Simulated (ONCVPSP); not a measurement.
Transferability test, ONCV potential for chromium

Cr (Z = 24), optimised norm-conserving Vanderbilt (ONCV), made with ONCVPSP 4.0.1 (PBE, scalar-relativistic). Core [Ne], reference 3s2 3p6 3d4.5 (charge +1.5). Waves: 3s: rc 1.15 bohr, ncon 4, nbas 8, qcut 11.2 1/bohr, 1 projector; 3p: rc 0.95 bohr, ncon 4, nbas 8, qcut 7.5 1/bohr, 1 projector; 3d: rc 1.25 bohr, ncon 4, nbas 9, qcut 13.5 1/bohr, 2 projectors, debl 1.4 Ha. Local part: polynomial inside 0.80 bohr (lpopt 3, dvloc0 -1 Ha). Core correction: polynomial model core, fcfact 0.2.

Energies are relative to the spin-unpolarised reference configuration 3s2 3p6 3d4.5; without spin polarisation the order of configurations can differ from experiment.

**Question.** Give the all-electron excitation energy and the error of the potential for: 3s2 3p6 3d5 4s1; 3s2 3p6 3d5; 3s2 3p6 3d4; 3s2 3p6 3d3.

**Answer.**

| valence configuration | charge | ΔE all-electron (eV) | error AE − PS (meV) |
| --- | --- | --- | --- |
| 3s2 3p6 3d5 4s1 | 0 | -13.302 | +83 |
| 3s2 3p6 3d5 | +1 | -6.401 | +0.1 |
| 3s2 3p6 3d4 | +2 | 9.652 | +1.2 |
| 3s2 3p6 3d3 | +3 | 40.400 | +24 |
